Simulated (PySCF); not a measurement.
## Electron correlation in O⁻ (oxygen, charge -1)

[He] 2s2 2p5, 2P determinant. All numbers are calculated (PySCF 2.14, the spin-free X2C one-electron Hamiltonian (Gaussian nucleus), in aug-cc-pVDZ-DK). Frozen: 1s2; 7 electrons correlated.

```tsv
level	correlation energy (mhartree)
CCSD	-186.55
(T)	-5.48
CCSD(T)	-192.03
CCSDT	-192.73
```

Diagnostics: T1 = 0.026, D1 = 0.0503, largest double amplitude 0.053.

Q: Is a single reference adequate?

A: Yes: T1 lies below 0.03 and no double amplitude reaches 0.07.
